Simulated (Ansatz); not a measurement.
Basis-set extrapolation for C3H10SSi (`C[SiH2]C(C)S`) (PBE0-D4/def2-TZVP geometry, frozen core, the Gaussian-basis code of Ansatz). Multiplicity 1, RHF reference.

```
                      def2-TZVPP   def2-QZVPP
                 HF  -805.965919  -805.991965
    MP2 correlation    -0.841737    -0.900036
CCSD(T) correlation    -0.948263      not run
```

Energies in hartree. Use E(X) = E(∞) + A·exp(−7.88·√X) for Hartree–Fock and E(X) = E(∞) + B·X^(−2.97) for correlation, with X = 3 and 4, and add CCSD(T) minus MP2 of the smaller set to the MP2 limit.

What is the CCSD(T) energy at the basis-set limit?

HF limit: -805.991965 + (-0.026046) × 0.13774 = -805.99555. MP2 limit: -0.900036 + (-0.058299) × 0.74074 = -0.94322. Higher-order term: -0.948263 − (-0.841737) = -0.10653. Total: -807.04530 hartree, 3.57 eV below CCSD(T)/def2-TZVPP.
